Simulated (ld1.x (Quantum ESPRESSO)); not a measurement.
## Configuration tests for B (Z = 5) (PAW)

ld1.x (Quantum ESPRESSO) 7.5 input, shortened:

```
&input
   title='B', zed=5., rel=1, dft='PBESOL', iswitch=3,
   config='[He] 2s1.5 2p1.5'
 /
 &inputp
   pseudotype=3, lpaw=.true., tm=.true., lloc=-1, rcloc=1.85,
   nlcc=.true., rcore=1.05,
   which_augfun='PSQ', rmatch_augfun_nc=.true.
 /
4
2S  1  0   1.50   0.00  1.20  1.45  0.0
2S  1  0   0.00   0.45  1.20  1.45  0.0
2P  2  1   1.50   0.00  1.95  2.60  0.0
2P  2  1   0.00   0.90  1.95  2.60  0.0
 &test
   configts(1)='2s1.5 2p1.5'
 /
```

Energies are relative to the spin-unpolarised reference configuration 2s1.5 2p1.5; without spin polarisation the order of configurations can differ from experiment.

```tsv
valence configuration	charge	ΔE all-electron (eV)	error AE − PS (meV)
2s2 2p0	+1	5.233	-0.4
2s1 2p0	+2	30.495	-5.6
2s1 2p1	+1	11.358	-1.1
2s2 2p0.5	+0.5	-0.051	-0.1
2s1 2p2	0	2.913	-0.2
```

(1) What are ΔE and the potential's error for 2s0 2p3?

(2) What are ΔE and the potential's error for 2s2 2p1?

Levels in the configuration 2s2 2p0.5:

| level | all-electron (eV) | pseudo (eV) |
| --- | --- | --- |
| 2s | -14.027 | -14.026 |
| 2p | -8.009 | -8.009 |

Results:

(1) ΔE = 8.750 eV all-electron; the error (AE − PS) is -1.7 meV.

(2) ΔE = -2.907 eV all-electron; the error (AE − PS) is -0.1 meV.
